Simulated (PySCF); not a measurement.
# Distorted geometries of [WH4]+

[WH4]+ (doublet). PySCF 2.14.0, UKS r2SCAN, W def2-SVP with ECP60, H def2-SVP; non-relativistic Hamiltonian with scalar-relativistic core potentials where named; density fitting; no spin-orbit coupling. Relaxed geometry:

```xyz
5

W     0.5899    0.0933    0.0000
H     2.2135   -0.3852    0.0000
H    -1.3940    1.2596    0.0000
H    -1.7056    0.5477    0.0000
H    -0.2556   -1.3525    0.0000
```

Task: Order these distorted geometries by energy above the relaxed one, lowest first.
A.
```xyz
5

W     0.6213    0.1862    0.0018
H     2.1869   -0.2267   -0.0788
H    -1.4733    1.0700    0.1492
H    -1.7723    0.3833   -0.0744
H    -0.1144   -1.2499    0.0021
```
B.
```xyz
5

W     0.4260    0.2351   -0.0469
H     2.2368   -0.4916   -0.1175
H    -1.3556    1.2676   -0.1611
H    -1.6022    0.4372    0.0966
H    -0.2568   -1.2855    0.2289
```
C.
```xyz
5

W     0.7699    0.0142    0.0724
H     2.1714   -0.3041    0.0386
H    -1.3292    1.1835    0.0813
H    -1.7464    0.5314    0.0093
H    -0.4174   -1.2622   -0.2016
```

Result: A (0.08 eV), B (0.62 eV), C (0.94 eV).

Task: Which forces (eV/Å) act in the one that lies 0.62 eV up?

Result: 
```
W    2.72 -1.45  0.16
H   -2.17  0.99 -0.03
H   -0.77 -1.74  0.49
H    0.26  1.85 -0.56
H   -0.04  0.34 -0.06
```
Forces carry noise of the integration grid, about 0.01 to 0.03 eV/Å.

On relaxing from the template, bonds within or between ligands changed, so the formula names the start rather than the bonding at the end. The relaxed state isn't the lowest spin state tried at its geometry. No frequency check is given that shows the relaxed geometry to be a minimum. The relaxed state is spin-contaminated (spin squared 1.74 against 0.75). Open shells may have lower solutions than the one found.
